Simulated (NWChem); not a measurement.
Species: SiI$_{2}$, singlet; SMILES I[Si]I

```xyz
3

Si     0.0000     0.0000     1.3635
I      1.9519     0.0000    -0.1744
I     -1.9519     0.0000    -0.1744
```
Atoms are numbered in this order, from 1.

Level: PBE0/def2-SVP with def2 effective core potentials on I (NWChem), optimised geometry, unscaled harmonic frequencies. Low-valent species are run as closed-shell singlets; no triplet was tried in these runs. def2 effective core potentials on I; no spin-orbit coupling.

```csv
frequency (cm⁻¹),IR intensity (km/mol)
88,0.0
343,32.3
352,144.3
```

* **zero-point energy**: 1.1 kcal/mol
* **thermal correction to the enthalpy at 298.15 K (with zero-point energy)**: 4.4 kcal/mol
* **heat capacity Cv**: 11.1 cal/(mol K)
* **entropy at 298.15 K and 1 atm (symmetry number 2)**: 76.8 cal/(mol K)

Rigid rotor and harmonic oscillator; modes under 100 cm⁻¹ make the entropy uncertain.
